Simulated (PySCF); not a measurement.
**Dipole response of As⁺ (arsenic, charge +1)**

[Ar] 3d10 4s1 4p3, high-spin 5S determinant (an excited configuration). Computed with PySCF 2.14 in dyall-av3z, with scalar relativity by spin-free X2C-1e. Coupled (time-dependent) response in atomic units; α is the mean over directions.

```tsv
method	mean α (bohr³)	C₆ (like pair)	S(−4)
PBE0	15.66	91.29	71.10
```

S(−4) is the Cauchy moment in α(ω) = α(0) + S(−4) ω² + …

α(iu) at PBE0:

```
u (hartree)  α(iu) (bohr³)
          0          15.66
     0.0500          15.48
      0.100          14.98
      0.200          13.29
      0.300          11.25
      0.500          7.668
      0.750          4.860
       1.00          3.289
       1.50          1.786
       2.00          1.132
       3.00         0.5862
       5.00         0.2505
```

A single London oscillator, α(iu) = α/(1 + u²/ω²), gives C₆ = (3/4) ω α². Matching the computed C₆ needs ω = 4 × 91.29 / (3 × 15.66²) = 0.496 hartree.

For an ion, C₆ is the dispersion term alone; charge-induced terms of lower order in 1/R come first.
